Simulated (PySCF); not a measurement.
# Exercise with solution: chemical shift, span and skew from a shielding tensor

C3H5FOSi, SMILES F[Si@H]1C=CCO1. Atoms are numbered in the order given.

```xyz
11

F      1.7523     0.0800    -1.1671
Si     0.8868     0.0026     0.2084
C     -0.3813     1.3475     0.3500
C     -1.5783     0.7401     0.2568
C     -1.5690    -0.7632     0.1163
O     -0.2344    -1.2355     0.1432
H      1.8900    -0.2120     1.2724
H     -0.2818     2.4302     0.4487
H     -2.5424     1.2624     0.2700
H     -2.0628    -1.0660    -0.8271
H     -2.1419    -1.2325     0.9382
```
Charge 0, spin multiplicity 1.

Coordinates come from a B3LYP-D3(BJ)/def2-SVP optimisation. The structure was generated by enumeration; whether it is a known compound was not checked. The values are those of a single conformer.

GIAO shieldings from PySCF with PBE/pcSseg-1, non-relativistic, no solvent. The symmetric part of the tensor of C5 has the principal values 75.0, 86.0, 138.9 ppm. The same nucleus in TMS has σ = 182.0 ppm at this level (PySCF, at its B3LYP-D3(BJ)/def2-TZVP geometry).

**Question.** Work out the isotropic shielding, the ¹³C shift against TMS, the span and the skew.

**Answer.** 
σ(iso) = (σ11 + σ22 + σ33)/3 = 100.0 ppm. δ = σ(ref) − σ(iso) = 182.0 − (100.0) = 82.0 ppm.
Span Ω = σ33 − σ11 = 63.9 ppm. Skew κ = 3(σ(iso) − σ22)/Ω = 0.66. Tumbling in solution averages the tensor to δ; in a static solid the shielding alone would spread this spin-1/2 line over Ω.
